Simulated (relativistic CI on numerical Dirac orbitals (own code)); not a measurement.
A reference radial Dirac CI calculation of Mo XVIII gave the lowest total energy -3910.36983 Ha in 20 SCF steps, from this input:

```
atom Mo  Z=42  charge=17  electrons=25
nucleus A=98  rms_radius_fm=4.4091
hamiltonian dirac-coulomb  breit=on  qed=on  c_scale=1
orbitals kli  potential=per-configuration
slater_scale 1
correlation none
mixing on
grid step=0.0125 r_max=5.9
scf mixing=0.4 start=green max_iterations=150 tolerance=2e-08 node_fill=0.05
configurations
  [Ar] 3d7
  [Ne] 3s2 3p5 3d8
end
```

One setting was then changed (and the iteration limit cut to 53), and the output read:

```
SCF 1: [Ar] 3d7
 iter      energy (Ha)   residual   last orbital (Ha)
    1     -3854.215588   4.47e+00    -47.48378
    2     -3897.976605   2.36e+00    -36.17303
    3     -3913.763148   1.79e-01    -25.83920
    4     -3913.923430   1.26e-01    -26.55407
    5     -3913.959793   6.32e-03    -26.04113
    6     -3913.959812   8.11e-04    -26.01586
    7     -3913.959807   3.86e-05    -26.01136
    8     -3913.959808   1.24e-06    -26.01155
    9     -3913.959808   1.32e-06    -26.01155
   10     -3913.959808   5.58e-09    -26.01154
SCF 2: [Ne] 3s2 3p5 3d8
 iter      energy (Ha)   residual   last orbital (Ha)
    1     -3846.412475   4.50e+00    -47.48378
    2     -3891.554369   2.37e+00    -36.05857
    3     -3907.665958   1.88e-01    -25.69846
    4     -3907.851226   1.26e-01    -26.42795
    5     -3907.887441   6.21e-03    -25.90293
    6     -3907.887477   1.44e-03    -25.88143
    7     -3907.887455   2.92e-05    -25.87423
    8     -3907.887455   1.60e-06    -25.87424
    9     -3907.887455   1.40e-06    -25.87424
   10     -3907.887455   6.29e-09    -25.87424
orbital energies (Ha): 2s -122.3159  2p1/2 -114.1514  2p3/2 -110.2273  3s -35.2761  3p1/2 -32.1843  3p3/2 -31.4682  3d3/2 -26.1560  3d5/2 -26.0115
configuration averages (Ha): Dirac-Coulomb, Breit, QED
  3p6 3d7                      -3913.959808    2.379638    1.619496
  3p5 3d8                      -3907.887455    2.362563    1.618742
levels: no., configuration, term, J, E (cm-1), weight
   1 3p6 3d7                4F   9/2              0.0  0.98
   2 3p6 3d7                4F   7/2          20100.1  0.99
   3 3p6 3d7                4F   5/2          32744.3  0.98
   4 3p6 3d7                4F   3/2          40737.6  0.97
   5 3p6 3d7                4P   3/2         115235.0  0.72
   6 3p6 3d7                2G   9/2         117044.5  0.86
   7 3p6 3d7                4P   5/2         117081.9  0.97
   8 3p6 3d7                4P   1/2         129288.1  0.89
   9 3p6 3d7                2G   7/2         136644.7  0.99
  10 3p6 3d7                2H   11/2        156011.5  1.00
  11 3p6 3d7                2P   3/2         157487.3  0.46
  12 3p6 3d7                2D   5/2         172171.8  0.96
  13 3p6 3d7                2H   9/2         175951.1  0.89
  14 3p6 3d7                2P   1/2         176327.8  0.89
lowest total energy -3910.663940 Ha
end: converged
```

(1) Which setting was changed?
A. configuration list
B. charge
C. Slater scale
D. speed of light

## Answers

(1) C. The Slater scale 2. This setting is bad on purpose; its numbers may not be properties of the ion.
